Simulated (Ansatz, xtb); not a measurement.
**A geometry optimisation of BFGaN with r2SCAN-D4/def2-SVP**

The starting geometry of this gas-phase singlet has its atoms placed at random.

```xyz
4

B    -0.3651    0.4867    1.1774
F    -0.7572   -0.3236   -1.5694
Ga    0.4664    1.2837   -0.9566
N     0.6343   -1.4714   -0.6684
```

One run relaxed it with r2SCAN-D4/def2-SVP. What is a likely outcome?

It ends as a structure given below by its coordinates. Contacts that close: B1–Ga3 (2.42 → 1.95 Å), B1–N4 (2.87 → 1.31 Å), F2–Ga3 (2.11 → 1.73 Å), Ga3–N4 (2.78 → 1.91 Å).

The energy falls by 9.79 eV over 20 steps:

```
step  E − E(last) (eV)
   1             9.789
   3             7.242
   5             4.034
   7             3.541
   9             3.003
  12             1.277
  14             0.183
  16             0.007
  18             0.000
  20             0.000
```

Final geometry (Å):

```xyz
4

B     0.4655    0.3032    0.9401
F    -0.4123    0.2704   -2.6248
Ga   -0.0136    0.2482   -0.9458
N    -0.0612   -0.8463    0.6136
```

From the same start GFN2-xTB ends elsewhere, differing in B1–F2 (1.30 against 3.67 Å here), B1–Ga3 (3.15 against 1.95 Å here), F2–Ga3 (4.43 against 1.73 Å here).

From so rough a start the end depends on the optimiser's path, so another program may land elsewhere. The end wasn't checked by frequencies. Run with Ansatz 0.2.0, 86 s on 1 thread of Intel(R) Xeon(R) Processor @ 2.50GHz (Skylake/Cascade Lake) (shared host).
